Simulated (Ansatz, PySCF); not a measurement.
Process, species as SMILES: [SiH3]c1cnccn1 [pyrazin-2-ylsilane] + 5 C (CH4) + 2 N (NH3) -> C=C (C2H4) [ethene] + 2 C=N (CH3N) + CC (C2H6) [ethane] + 2 CN (CH5N) [methanamine] + C[SiH3]
Each molecule is optimised on its own at B3LYP-D3(BJ)/def2-TZVP (Ansatz, a first-principles code). Frequencies are from Ansatz or PySCF. Unstable Hartree-Fock reference: [SiH3]c1cnccn1.
Geometry of the first species:
```
C
N 1 1.3457
C 2 1.3273 1 117.26
H 3 1.0847 2 117.29 1 -180.00
C 3 1.3929 4 120.88 2 180.00
N 5 1.3289 3 121.78 4 -180.00
C 6 1.3329 5 116.28 3 0.00
H 5 1.0846 6 117.31 7 -180.00
H 7 1.0847 6 116.54 5 180.00
Si 1 1.8852 2 116.15 3 -180.00
H 10 1.4791 1 109.62 2 -60.10
H 10 1.4791 11 109.49 1 -120.29
H 10 1.4819 11 109.66 12 -120.35
```
Charge 0, spin multiplicity 1.

Wanted: bond separation energy (enthalpy at 298 K, with B3LYP-D3(BJ) rigid-rotor harmonic-oscillator terms), in kJ/mol. Correlated levels leave the core frozen unless marked. Spin-orbit coupling is left out. Non-relativistic unless marked X2C. CBS(X,Y): correlation extrapolated as X^-3; Hartree-Fock from the larger set. [CCSD(T)-MP2]/basis is that difference in the basis named.

| level | program | bond separation energy (kJ/mol) |
|---|---|---|
| r2SCAN-D3(BJ)/def2-TZVPD | Ansatz + dftd3 | 316.3 |
| B97M-V/def2-TZVPD | Ansatz | 314.8 |
| HSE06-D4/def2-TZVPD | Ansatz + dftd4 | 301.9 |
| CAM-B3LYP/def2-TZVPD | Ansatz | 281.3 |
| SCS-MP2/STO-3G | Ansatz | 287.2 |
| X2C-CCSD(T)/cc-pVTZ-DK | Ansatz | 282.7 |
| RI-MP2/CBS(cc-pV(T+d)Z,cc-pV(Q+d)Z)+[CCSD(T)-MP2]/cc-pV(T+d)Z | Ansatz | 284.0 |
